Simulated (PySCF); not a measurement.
**Correlation energy of Ca (calcium, neutral)**

[Ar] 4p2, high-spin 3P determinant (an excited configuration). Calculation: PySCF 2.14, in x2c-QZVPPall with one added diffuse shell each of s, p, d, f type (12s8p5d4f, 89 functions); scalar relativity by spin-free X2C-1e. Frozen: [Ne]; 10 electrons correlated.

```csv
level,correlation energy (mhartree)
CCSD,-239.56
(T),-8.63
CCSD(T),-248.19
```

Diagnostics: T1 = 0.017, D1 = 0.0540, largest double amplitude 0.177.

**Question.** Is a single reference adequate?

**Answer.** Not fully. A double-excitation amplitude exceeds 0.15, a sign of near-degeneracy.

This basis was not built for core-valence correlation, so the inner-shell part is incomplete.
